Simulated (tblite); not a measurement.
Species: C₅H₉AlO.
Atom-mapped SMILES: `[CH2:1]=[CH:2]/[CH:3]=[CH:4]\[O:5][AlH:6][CH3:7]` (hydrogens: H8, H9 on C1; H10 on C2; H11 on C3; H12 on C4; H13 on Al6; H14, H15, H16 on C7)

Computed with GFN2-xTB (tblite), gas phase: L-BFGS steps from a force-field or distance-geometry start until the largest atomic force falls under 0.01 eV/Å.

The end geometry, which sets the zero of energy:
```
atom  x, y, z in Å
C1     -3.4510   -0.1024   -0.4075
C2     -2.1405   -0.0279   -0.1971
C3     -1.5460    0.3643    1.0573
C4     -0.2282    0.4395    1.2700
O5      0.7077    0.1609    0.3476
Al6     1.6293   -0.2418   -0.9742
C7      3.6163   -0.1990   -0.8857
H8     -4.1618    0.1326    0.3683
H9     -3.8599   -0.3993   -1.3577
H10    -1.4428   -0.2696   -0.9933
H11    -2.2111    0.6106    1.8711
H12     0.1720    0.7399    2.2335
H13     0.8299   -0.6347   -2.2229
H14     4.0791   -0.4893   -1.8314
H15     3.9934    0.7983   -0.6343
H16     4.0061   -0.8731   -0.1152
```

Task: These geometries come from the run, each turned onto the end geometry. Order them by energy, lowest first.
A.
```
atom  x, y, z in Å
C1     -3.6455   -0.0431   -0.2126
C2     -2.3125   -0.0369   -0.2102
C3     -1.5372    0.3350    0.9517
C4     -0.2014    0.3631    1.0280
O5      0.6483    0.0617    0.0271
Al6     1.7757   -0.2929   -1.1437
C7      3.7413   -0.1592   -0.7601
H8     -4.2276    0.2211    0.6556
H9     -4.2081   -0.3170   -1.0845
H10    -1.7648   -0.3060   -1.1056
H11    -2.1198    0.5972    1.8224
H12     0.3157    0.6499    1.9432
H13     1.0964   -0.7042   -2.4537
H14     4.4141   -0.4107   -1.5834
H15     4.0028    0.8575   -0.4317
H16     4.0152   -0.8064    0.0860
```
B.
```
atom  x, y, z in Å
C1     -3.7419    0.0962    0.2417
C2     -2.4828   -0.0136   -0.1503
C3     -1.3673    0.2524    0.6900
C4     -0.0936    0.1434    0.2996
O5      0.3422   -0.2443   -0.9492
Al6     1.9243   -0.4138   -1.5357
C7      3.4830   -0.0191   -0.2941
H8     -3.9684    0.4074    1.2433
H9     -4.5592   -0.1174   -0.4222
H10    -2.2919   -0.3359   -1.1872
H11    -1.5593    0.5684    1.7239
H12     0.7081    0.3667    1.0231
H13     2.2844   -0.8657   -3.0024
H14     4.4453   -0.1638   -0.7855
H15     3.4289    1.0151    0.0544
H16     3.4408   -0.6670    0.5789
```
C.
```
atom  x, y, z in Å
C1     -3.4817   -0.0995   -0.3919
C2     -2.1666   -0.0315   -0.2120
C3     -1.5627    0.3559    1.0389
C4     -0.2469    0.4370    1.2598
O5      0.6965    0.1585    0.3425
Al6     1.6680   -0.2329   -0.9471
C7      3.6572   -0.1972   -0.8813
H8     -4.1597    0.1461    0.4100
H9     -3.9286   -0.3893   -1.3267
H10    -1.4837   -0.2773   -1.0170
H11    -2.2358    0.6033    1.8453
H12     0.1388    0.7388    2.2297
H13     0.8865   -0.6285   -2.2044
H14     4.0834   -0.4937   -1.8446
H15     4.0574    0.7955   -0.6459
H16     4.0703   -0.8761   -0.1268
```
D.
```
atom  x, y, z in Å
C1     -3.5127   -0.0914   -0.3724
C2     -2.1932   -0.0329   -0.2149
C3     -1.5710    0.3537    1.0281
C4     -0.2529    0.4294    1.2364
O5      0.6864    0.1498    0.3150
Al6     1.6905   -0.2340   -0.9505
C7      3.6792   -0.1902   -0.8583
H8     -4.1825    0.1531    0.4381
H9     -3.9668   -0.3827   -1.3035
H10    -1.5257   -0.2840   -1.0345
H11    -2.2223    0.6058    1.8531
H12     0.1498    0.7296    2.2000
H13     0.9428   -0.6355   -2.2290
H14     4.0795   -0.4893   -1.8315
H15     4.0893    0.7998   -0.6338
H16     4.1020   -0.8722   -0.1137
```
E.
```
atom  x, y, z in Å
C1     -3.7343    0.0687    0.1497
C2     -2.4685   -0.0487   -0.2452
C3     -1.3951    0.2489    0.6756
C4     -0.0748    0.1930    0.4716
O5      0.6012   -0.1492   -0.6466
Al6     2.0036   -0.4079   -1.5189
C7      3.6372   -0.0610   -0.4406
H8     -3.9713    0.3779    1.1545
H9     -4.5903   -0.1286   -0.4672
H10    -2.2166   -0.3549   -1.2544
H11    -1.7181    0.5517    1.6691
H12     0.5795    0.4543    1.2980
H13     1.6759   -0.8470   -2.9267
H14     4.6723   -0.1515   -0.7519
H15     3.4909    0.9634   -0.0781
H16     3.5010   -0.7002    0.4396
```

Result: C (0.005 eV), D (0.009 eV), A (0.054 eV), E (0.342 eV), B (0.625 eV).

In the order of the answer:

```tsv
step	E above end (eV)	largest force (eV/Å)	rms force component (eV/Å)	rms distance from end (Å)	rms bond change (Å)	bond most changed (Å)
72	0.005	0.06	0.024	0.045	0.001	C7–H14 +0.002
65	0.009	0.08	0.025	0.073	0.001	Al6–C7 +0.002
44	0.054	0.22	0.070	0.288	0.005	Al6–C7 +0.018
26	0.342	0.24	0.082	0.847	0.008	Al6–H13 -0.023
2	0.625	1.22	0.334	0.998	0.022	Al6–H13 +0.043
```

What follows is the cost of the whole relaxation. On one thread of an Intel Xeon at 2.50 GHz, shared host with 64 logical CPUs at a one-minute load of 57, this took 1.8 s.
